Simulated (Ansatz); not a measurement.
Mulliken charges of C2H4INSi, SMILES `C=C1N[SiH]1I` from PBE/def2-TZVPP in Ansatz (PBE0-D4/def2-TZVP geometry).

```csv
atom,x (Å),y (Å),z (Å),charge (e)
C1,0.891,1.086,-1.049,-0.252
C2,0.355,0.187,-0.236,0.045
N3,-0.165,-1.115,-0.345,-0.291
Si4,-0.410,-0.533,1.232,0.330
I5,-2.595,0.190,1.978,-0.115
H6,1.025,0.890,-2.108,0.076
H7,1.209,2.045,-0.664,0.090
H8,-0.492,-1.584,-1.174,0.156
H9,0.270,-1.213,2.350,-0.039
```

**Question.** By hand: the dipole of these point charges (1 e Å = 4.8032 D).

**Answer.** Σ q r = (0.102, -0.087, 0.038) e Å, of length 0.139 e Å = 0.67 D.

**Question.** How does the dipole of the full density compare? (Estimate.)

**Answer.** The calculation gave: (-0.072, -0.230, -0.036) e Å, 1.17 D; the point charges give 0.57 times that, at 71° from its direction.

Point charges leave out the atoms' own dipoles, such as those of lone pairs, and Mulliken's split depends on the basis, so the two needn't agree.
